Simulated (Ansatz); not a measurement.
Relaxation of CH₆BNO (10 atoms, charge 0, multiplicity 1), to a largest force component of 0.02 eV/Å in at most 40 steps.

These are results of RKS PBE0/6-31G (Ansatz 0.2.0), not measurements.

```xyz
10
Properties=species:S:1:pos:R:3:forces:R:3
B 0.000 0.000 0.000 1.97 0.08 -1.23
O 0.000 0.000 1.410 -1.31 -0.94 -0.57
H -0.909 -0.281 1.747 1.30 0.76 -0.14
N 1.342 0.000 -0.775 -0.72 0.18 0.60
H 1.809 -0.918 -1.027 -0.67 2.13 0.53
H 1.794 0.918 -1.053 -0.65 -2.13 0.46
C -1.386 0.000 -0.800 0.41 0.01 0.11
H -1.946 -0.930 -0.571 -0.07 0.40 -0.19
H -1.990 0.880 -0.495 -0.01 -0.42 -0.17
H -1.184 0.051 -1.890 -0.24 -0.06 0.61
```

Where does it end, and by what steps?

The forces met the threshold. Limits of this set-up: no polarisation functions. After 10 steps the energy has fallen by 1.482 eV; H5 moved furthest, 1.17 Å.

| step | energy less start (eV) | largest force component (eV/Å) | accepted |
| --- | --- | --- | --- |
| 0 | 0.0000 | 2.132 | yes |
| 1 | -0.2591 | 2.951 | yes |
| 2 | -0.4322 | 2.458 | yes |
| 3 | -0.6466 | 1.823 | yes |
| 4 | -0.9152 | 1.387 | yes |
| 5 | -1.1701 | 1.078 | yes |
| 6 | -1.3554 | 0.731 | yes |
| 7 | -1.4687 | 0.325 | yes |
| 8 | -1.4734 | 0.325 | yes |
| 9 | -1.4803 | 0.247 | yes |
| 10 | -1.4822 | 0.017 | yes |

```xyz
10
Properties=species:S:1:pos:R:3
B 0.014 -0.102 -0.067
O 0.064 -0.404 1.301
H -0.782 -0.475 1.765
N 1.258 -0.004 -0.714
H 2.120 -0.143 -0.211
H 1.354 0.207 -1.693
C -1.357 0.118 -0.821
H -2.021 -0.749 -0.702
H -1.894 0.987 -0.416
H -1.226 0.284 -1.896
```

Whether the end is a true minimum wasn't checked by a vibrational analysis.

Time of the run: 27 s on 1 thread of Arm Neoverse V1, on a shared host, peak memory 0.14 GiB.
